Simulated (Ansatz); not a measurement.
Consider the ligand exchange at the Si–C bond: `F[SiH2]C[SiH2]F` + `[BH2][GeH2][OH]` → `[BH2][GeH2][O][SiH2]F` + `C[SiH2]F`.

Isolated molecules relaxed with PBE0-D4/def2-TZVP in Ansatz; ΔE leaves out vibrations. CCSD(T)/CBS is the MP2 limit (def2-TZVPP, def2-QZVPP) plus CCSD(T) − MP2 in def2-TZVPP, frozen cores. Functionals use def2-TZVPP. B3LYP here is the variant with VWN-RPA as its local correlation; programs differ in this. For Ge outer-core shells are correlated without core-valence functions, which leaves a few kJ/mol of doubt a bond. Scalar relativity is left out up to krypton. One conformer a species, not always the lowest.

Is it downhill or uphill in electronic energy at CCSD(T)/CBS, and by how much? (Estimate.)

The calculation gave: Downhill: ΔE = -119.0 kJ/mol.

What do these levels give: r2SCAN, B3LYP, MP2/def2-TZVPP, HF/def2-QZVPP, MP2/CBS(def2), CCSD/CBS(def2)? (Estimate.)

The calculation gave: r2SCAN -117.7, B3LYP -123.3, MP2/def2-TZVPP -120.5, HF/def2-QZVPP -142.9, MP2/CBS(def2) -119.5, CCSD/CBS(def2) -121.9 kJ/mol.

Largest T1 diagnostic among the species: 0.012.

In def2-TZVPP, CCSD(T) changes the Hartree–Fock value by +21.1 kJ/mol (the triples alone add +2.8 kJ/mol) and MP2 by +20.6 kJ/mol. From PBE to PBE0 (25 % exact exchange), in def2-TZVPP and without D4, ΔE moves by −5.2 kJ/mol.
